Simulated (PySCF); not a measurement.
C₂H₄BF₂N, SMILES FB(N)C(=C)F.

The structure is a stationary point at PBE0-D3(BJ)/def2-SVP. The structure was generated by enumeration, and PubChem lists no compound with its InChIKey, so it may never have been made. The values are those of a single conformer.

Two levels are set side by side: TDA-PBE/def2-SVPD (PySCF) and TDA-B3LYP/def2-SVPD (PySCF). Vertical, same geometry. The lowest singlet is HOMO→LUMO 39 %, HOMO→LUMO+1 31 %, HOMO−1→LUMO 25 % with PBE and HOMO→LUMO 76 % with the other functional; states are paired by order. Differences are taken from unrounded values.

| quantity | TDA-PBE |
|---|---|
| lowest singlet excitation (eV) | 5.93 |
| lowest triplet excitation (TDA) (eV) | 3.85 |
| first bright state (f over 0.05) (eV) | 5.93 |
| its oscillator strength | 0.11 |

Question: These are the TDA-PBE values. What does TDA-B3LYP give? (Estimate from the structure and the level; the computed values follow.)

Answer: 
```csv
quantity,TDA-B3LYP,TDA-PBE minus TDA-B3LYP
lowest singlet excitation (eV),6.39,-0.47
lowest triplet excitation (TDA) (eV),3.88,-0.04
first bright state (f over 0.05) (eV),6.39,-0.47
its oscillator strength,0.25,-0.14
```

Functionals without exact exchange tend to place singlet excitations lower, as here. Differences between two approximate levels are no errors against the true value.

Rough cost on one machine, each run with all the roots and properties that it gave: TDA-B3LYP against TDA-PBE within a factor of 2.
